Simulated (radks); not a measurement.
Q: Si, 14 electrons, occupied as [Ne] 3s2 3p2 (the NIST ground configuration). All-electron calculation, scalar-relativistic Kohn-Sham, PBE, spin-polarised, spherical densities, finite nucleus; open shells are filled with parallel spins first; Fermi nuclear charge, rms radius 3.1224 fm. Program: a radial shooting solver on a logarithmic mesh with Libxc functionals. Some entries of the table are withheld. Estimate them.

orbital,occ.,eigenvalue (eV),<1/r> (bohr^-1)
1s up,1,-1785.722,13.64
1s down,1,-1785.579,13.64
2s up,1,-139.3105,(1)
2s down,1,-139.1511,(2)
2p up,3,-95.3945,2.460
2p down,3,-95.1836,2.460
3s up,1,(3),(4)
3s down,1,(5),(6)
3p up,2,-4.6208,0.4889
3p down,0,-2.9914,0.4762

A: 
(1) 2s up <1/r> (bohr^-1): 2.580
(2) 2s down <1/r> (bohr^-1): 2.579
(3) 3s up eigenvalue (eV): -11.3742
(4) 3s up <1/r> (bohr^-1): 0.6251
(5) 3s down eigenvalue (eV): -9.6938
(6) 3s down <1/r> (bohr^-1): 0.6315
